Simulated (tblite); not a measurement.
C3H9AsSi.
SMILES with atom numbers: `[CH2:1]=[CH:2][Si@@H:3]([CH3:4])[AsH2:5]` (hydrogens: H6, H7 on C1; H8 on C2; H9 on Si3; H10, H11, H12 on C4; H13, H14 on As5)

Computed with GFN2-xTB (tblite), gas phase: L-BFGS steps from a force-field or distance-geometry start until the largest atomic force falls under 0.01 eV/Å.

Step 73: E = -409.5672 eV
```
atom  x, y, z in Å  |  force x, y, z in eV/Å
C1     -2.3919   -0.5830    0.1893    0.003  -0.027  -0.010
C2     -1.1960   -0.7565    0.7263   -0.015   0.030   0.014
Si3     0.4045   -0.0491    0.0021    0.040  -0.044   0.010
C4      0.6062    1.7709    0.5614   -0.005   0.024  -0.014
As5     2.2034   -1.2733    0.8739    0.002  -0.010  -0.044
H6     -3.2954   -0.9945    0.6153    0.001   0.004   0.010
H7     -2.5197   -0.0176   -0.7199   -0.005  -0.005   0.007
H8     -1.1209   -1.3355    1.6430    0.008   0.002  -0.010
H9      0.2561   -0.0724   -1.4698    0.001   0.024   0.009
H10    -0.3138    2.1689    0.9785    0.006  -0.002  -0.002
H11     1.3855    1.8674    1.3169   -0.038  -0.017  -0.014
H12     0.8836    2.4024   -0.2770    0.020   0.020   0.005
H13     1.9485   -2.4334   -0.0429    0.003   0.017   0.009
H14     3.1493   -0.6947   -0.1393   -0.023  -0.016   0.029
```

Step 74: E = -409.5677 eV
```
atom  x, y, z in Å  |  force x, y, z in eV/Å
C1     -2.3906   -0.5877    0.1878   -0.001  -0.017  -0.006
C2     -1.1946   -0.7531    0.7271   -0.014   0.018   0.011
Si3     0.4058   -0.0445    0.0040    0.047  -0.056  -0.004
C4      0.6052    1.7749    0.5640   -0.003   0.032  -0.004
As5     2.2078   -1.2719    0.8691   -0.001   0.015  -0.032
H6     -3.2930   -1.0022    0.6136    0.009   0.004   0.010
H7     -2.5208   -0.0236   -0.7219   -0.002  -0.008   0.005
H8     -1.1171   -1.3306    1.6445    0.004   0.001  -0.006
H9      0.2618   -0.0653   -1.4687   -0.006   0.022   0.013
H10    -0.3183    2.1748    0.9718    0.009  -0.002  -0.008
H11     1.3763    1.8704    1.3279   -0.033  -0.018  -0.012
H12     0.8934    2.4057   -0.2714    0.017   0.017   0.007
H13     1.9388   -2.4417   -0.0301   -0.001   0.018  -0.005
H14     3.1447   -0.7057   -0.1599   -0.025  -0.025   0.032
```

Problem. Estimate the geometry and energy of step 75. (The exact step hangs on the optimiser's Hessian estimate; all steps are aligned on step 74, rigid shifts and turns removed.)

Solution. E = -409.5682 eV, largest force 0.060 eV/Å
```
atom  x, y, z in Å  |  force x, y, z in eV/Å
C1     -2.3865   -0.5951    0.1856    0.000  -0.006  -0.001
C2     -1.1913   -0.7493    0.7302   -0.006   0.004   0.004
Si3     0.4090   -0.0382    0.0088    0.038  -0.043  -0.016
C4      0.6034    1.7825    0.5677    0.000   0.028   0.004
As5     2.2143   -1.2702    0.8618   -0.001   0.033  -0.017
H6     -3.2883   -1.0141    0.6085    0.018   0.003   0.013
H7     -2.5174   -0.0328   -0.7252    0.000  -0.010   0.001
H8     -1.1118   -1.3253    1.6483   -0.003   0.001  -0.002
H9      0.2672   -0.0547   -1.4641   -0.012   0.018   0.010
H10    -0.3260    2.1849    0.9599    0.015  -0.004  -0.017
H11     1.3612    1.8775    1.3446   -0.029  -0.017  -0.009
H12     0.9080    2.4115   -0.2635    0.010   0.007   0.013
H13     1.9197   -2.4510   -0.0136   -0.005   0.016  -0.016
H14     3.1379   -0.7262   -0.1912   -0.024  -0.030   0.034
```

The energy changes by -0.0006 eV. The first-order estimate −F·Δx gives -0.0007 eV and the mean of the old and new forces, exact on a quadratic surface, -0.0005 eV. The step makes an angle of 85° with the force vector and moves no atom by more than 0.038 Å.

The cost below is that of the whole relaxation. Time: 1.0 s. Hardware: one thread, Arm Neoverse V1 (aarch64), shared host with 32 logical CPUs at a one-minute load of 30.
